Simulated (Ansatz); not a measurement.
One change: `[F][Ge]([SH])([Cl])[Cl]` becomes `[F][Ge]([Cl])([Cl])[Cl]`.

Ansatz, PBE0-D4/def2-TZVP geometries, multiplicity 1. Each molecule was computed in one conformer, which needn't be the lowest.

Scalar relativity is left out up to krypton.

```csv
property,`[F][Ge]([SH])([Cl])[Cl]`
LUMO energy (PBE/def2-TZVPP) / eV,-2.75
size of the dipole moment (ωB97M-V/def2-TZVPP) / D,1.73
HOMO energy (B3LYP/def2-TZVPP) / eV,-8.26
HOMO–LUMO gap (PBE/def2-TZVPP) / eV,4.47
size of the dipole moment (PBE/def2-TZVPP) / D,1.65
HOMO energy (PBE/def2-TZVPP) / eV,-7.22
```

**Question.** Give the same properties after the change, and the shifts. (Estimate.)

**Answer.** Computed: 
```tsv
property	`[F][Ge]([Cl])([Cl])[Cl]`	shift
LUMO energy (PBE/def2-TZVPP) / eV	-3.06	-0.31
size of the dipole moment (ωB97M-V/def2-TZVPP) / D	0.93	-0.80
HOMO energy (B3LYP/def2-TZVPP) / eV	-9.51	-1.25
HOMO–LUMO gap (PBE/def2-TZVPP) / eV	5.28	0.81
size of the dipole moment (PBE/def2-TZVPP) / D	0.86	-0.79
HOMO energy (PBE/def2-TZVPP) / eV	-8.34	-1.12
```

With PBE0 the HOMO falls by 1.28 eV and the LUMO falls by 0.29 eV, so the gap widens by about 0.99 eV. PBE moves the HOMO by -1.12 eV and ωB97M-V by -1.33 eV. The zero-point energy changes by -21.1 kJ/mol with -3 modes. Dipoles are sizes alone; their direction can turn.

B3LYP here is the variant with VWN-RPA as its local correlation; programs differ in this.
